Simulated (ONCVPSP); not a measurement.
# Which change was made? (Co, ONCV)

- Element: cobalt
- Generator: ONCVPSP 4.0.1
- Type: optimised norm-conserving Vanderbilt (ONCV)
- Functional: PBE
- Relativity: scalar-relativistic
- Frozen core: [Ne]
- Valence charge: 17
- Reference configuration: 3s2 3p6 3d7 4s1.5 (charge +0.5)
- Partial waves: 3s+4s: rc 1.50 bohr, ncon 4, nbas 9, qcut 9.5 1/bohr, 2 projectors; 3p: rc 1.00 bohr, ncon 4, nbas 8, qcut 14 1/bohr, 1 projector; 3d: rc 1.30 bohr, ncon 5, nbas 9, qcut 14 1/bohr, 2 projectors, debl 3.5 Ha
- Local potential: polynomial inside 0.70 bohr (lpopt 5, dvloc0 0 Ha)
- Core correction: Teter function fitted to the true core (icmod 2), fcfact 0.65

Cutoffs, loose and tight: the cutoffs (Ha) at which the residual kinetic energy of the hardest occupied pseudo-wave falls to 1 and 0.1 mHa per electron. They do not see the model core or the augmentation charge, which bear on the density cutoff. Test errors are all-electron minus pseudo excitation energies from the reference, over the configurations 3s2 3p6 3d7 4s2; 3s2 3p6 3d7 4s1; 3s2 3p6 3d7 4s0; 3s2 3p5 3d7 4s2; variants that change the core or the reference have their own tests.

The base gives: outcome: generated; cutoff, loose: 71 Ha; cutoff, tight: 80 Ha; bound ghosts: none; GHOST(+) flags above zero: s; largest test error (meV): -20.

**Question.** After one change the result is: outcome: generated; cutoff, loose: 59 Ha; cutoff, tight: 69 Ha; bound ghosts: none; GHOST(+) flags above zero: s; largest test error (meV): -57. Which change was it?
A. d: rc 1.52
B. functional LDA (Perdew-Zunger)
C. s: nproj 4

**Answer.** A. The others give: functional LDA (Perdew-Zunger) → outcome: generated; cutoff, loose: 71 Ha; cutoff, tight: 81 Ha; bound ghosts: none; GHOST(+) flags above zero: s; largest test error (meV): -15 | s: nproj 4 → outcome: generated; cutoff, loose: 71 Ha; cutoff, tight: 80 Ha; bound ghosts: s; GHOST(+) flags above zero: s; largest test error (meV): -20.
